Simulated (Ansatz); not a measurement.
Coupled-cluster diagnostics for (HCd-mu-NH2)2 (Cd2N2H6), Ansatz.

Geometry of the singlet (PBE-D4/def2-SVP):

```tsv
atom	x (Å)	y (Å)	z (Å)
Cd1	-0.685	0.670	-1.403
H2	-1.321	1.221	-2.868
N3	-1.294	-0.615	0.348
Cd4	0.763	-0.884	1.234
H5	1.553	-1.861	2.364
N6	1.242	0.760	-0.234
H7	-1.806	-1.480	0.119
H8	-1.935	-0.123	0.990
H9	1.376	1.672	0.230
H10	2.109	0.642	-0.780
```

In the def2 sets Cd takes a core potential; there is no spin–orbit coupling. Correlated methods freeze 2 core orbitals; core or outer-core shells of Cd are correlated, in sets that lack core-valence functions. In CCSD on the charge 1 doublet the largest single amplitude is 0.38, so its Hartree–Fock determinant may place the open shell otherwise than the density functionals do.

Q: Estimate the CCSD(T) correlation energy, the shares of MP2 and (T), T1 and the reference's ⟨S²⟩ for: charge 0, singlet, own geometry in def2-SVP; charge 1, doublet, vertical in def2-SVP; and the rough time on 4 threads of Arm Neoverse V2 on a shared host.

A: 
```csv
state,basis,correlation (eV),MP2 share (%),(T) share (%),T1,⟨S²⟩ (pure),wall time
"charge 0, singlet, own geometry",def2-SVP,-31.666,97.7,2.5,0.014,0.00 (0.00),32 s
"charge 1, doublet, vertical",def2-SVP,-30.911,96.3,2.7,0.041,0.77 (0.75),3 min
```
Customary marks for T1 are 0.02 (closed shells), 0.045 (open shells) and about 0.05 (3d metals). T1 exceeds 0.02 in 1 of 2 rows and 0.045 in 0; the higher it lies, the less the single-reference result can be trusted.
